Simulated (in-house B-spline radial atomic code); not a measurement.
Sb⁴⁺. Computed with a B-spline radial atomic code. Model: all-electron spherical atom, spin shells full or empty, radial basis limit, no spin-orbit coupling: exact exchange with a local potential (Slater, KLI or optimised effective potential, whose far tail is KLI's), no correlation.

Empty minority-spin level lies below the highest occupied level: each spin potential is zero at infinity, spin occupations fixed.

Exchange potential has not reached -1/r at the last radius.

The run also made RPA and GW results, which its time includes.

The Slater potential averages the orbital exchange potentials with the orbital densities as weights, KLI adds orbital constants, and the optimised effective potential minimises the exact-exchange energy among local potentials. So their energies lie above Hartree-Fock in the order OEP, KLI, Slater. All fall off as −1/r, unlike LDA and GGA exchange.

Command:
```bash
python run_gw.py task.json out
```
Settings (nuclear radius in fm, other lengths in bohr, energies in hartree):
```
Z                      51
electrons              47
configuration          [Kr] 4d10 5s1
hamiltonian            x2c
method                 slater
lmax                   9
rms_radius             4.6802
spin_polarised         True
box_radius             11.96
intervals              99
ion_configuration      [Kr] 4d10
```

Run time, properties included: 28 s on 1 thread of Arm Neoverse N1, on a shared host.

Given: hamiltonian one-electron scalar X2C; mean-field start Slater potential.

Computed: energy above Hartree-Fock 415.95 millihartree.

```csv
radius (bohr),r times exchange potential up (hartree bohr),r times exchange potential down (hartree bohr)
0.00098,-0.058919,-0.058898
0.00123,-0.073798,-0.073772
0.00153,-0.091538,-0.091507
0.00192,-0.1144,-0.11436
0.0024,-0.14216,-0.14211
0.00301,-0.17681,-0.17675
0.00376,-0.21831,-0.21824
0.00471,-0.26902,-0.26894
0.00589,-0.3289,-0.3288
0.00737,-0.39896,-0.39884
0.00922,-0.47851,-0.47837
0.0115,-0.56455,-0.5644
0.0144,-0.65593,-0.65577
0.0181,-0.7459,-0.74575
0.0226,-0.82046,-0.82033
0.0283,-0.87047,-0.8704
0.0354,-0.88882,-0.88881
0.0442,-0.9044,-0.90438
0.0554,-0.97867,-0.97842
0.0693,-1.1214,-1.1209
0.0867,-1.282,-1.2813
0.108,?,?
0.136,-1.4184,-1.4183
0.17,-1.401,-1.4006
0.212,-1.5232,-1.5216
0.266,-1.7425,-1.7405
0.332,-1.867,-1.8659
0.416,-1.7876,-1.7892
0.52,-1.5424,-1.5421
0.651,?,?
0.815,-1.8059,-1.8016
1.02,-1.8465,-1.8463
1.28,-1.6836,-1.7069
1.6,-1.4045,-1.4868
2,-1.1753,-1.2865
2.5,-1.0671,-1.1509
3.13,-1.0251,-1.0745
```

(1) What belongs in the row 0.108?

(2) What belongs in the row 0.651?

| occupied | level (hartree) | Hartree-Fock level (hartree) |
| --- | --- | --- |
| 1s up | -1122.4 | -1127.7 |
| 1s down | -1122.4 | -1127.7 |
| 2s up | -173.9 | -176.44 |
| 2s down | -173.9 | -176.44 |
| 2p up | -156.98 | -158.4 |
| 2p down | -156.97 | -158.4 |
| 3s up | -36.219 | -37.365 |
| 3s down | -36.216 | -37.354 |
| 3p up | -30.617 | -31.322 |
| 3p down | -30.614 | -31.318 |
| 3d up | -21.948 | -22.084 |
| 3d down | ? | ? |
| 4s up | -7.6088 | -8.0537 |
| 4s down | -7.6063 | -8.0302 |
| 4p up | -5.87 | -6.1051 |
| 4p down | ? | ? |
| 4d up | -3.2945 | -3.181 |
| 4d down | -3.3008 | -3.1703 |
| 5s up | -2.1395 | -1.9698 |

(3) What belongs in the row 3d down?

(4) What belongs in the row 4p down?

```
  empty  level (hartree)
5s down          -2.1778
5p down          -1.7446
  5p up                ?
5d down          -1.1627
  5d up                ?
6s down          -1.0426
  6s up           -1.031
4f down          -1.0098
  4f up         -0.98306
```

(5) What belongs in the row 5p up?

(6) What belongs in the row 5d up?

## Answers

(1) r times exchange potential up (hartree bohr): -1.3954; r times exchange potential down (hartree bohr): -1.395.

(2) r times exchange potential up (hartree bohr): -1.6068; r times exchange potential down (hartree bohr): -1.6003.

(3) level (hartree): -21.944; Hartree-Fock level (hartree): -22.083.

(4) level (hartree): -5.8695; Hartree-Fock level (hartree): -6.0967.

(5) level (hartree): -1.708.

(6) level (hartree): -1.1376.

The highest level, 5s up, differs from Hartree-Fock by -4.6 eV and the deepest, 1s up, by +144 eV: the Slater potential lacks the response part and is deeper than the optimised one throughout, so the top level comes too deep.
